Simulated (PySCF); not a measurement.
## Correlation energy of Bi²⁺ (bismuth, charge +2)

[Xe] 4f14 5d10 6s2 6p1, 2P determinant. Calculation: PySCF 2.14, in x2c-TZVPPall (11s7p6d3f, 83 functions); scalar relativity by spin-free X2C-1e. Frozen: [Xe] 4f14 5d10; 3 electrons correlated.

MP2 pair energies summed by pair of shells (mhartree):

| pair | energy | share (%) |
| --- | --- | --- |
| 6s-6s | -15.58 | 56.5 |
| 6s-6p | -12.02 | 43.5 |

Total MP2 correlation energy: -27.59 mhartree.

Same-spin part -2.05 and opposite-spin part -25.55 mhartree; SCS-MP2 scales them by 1/3 and 6/5 to -31.34 mhartree.
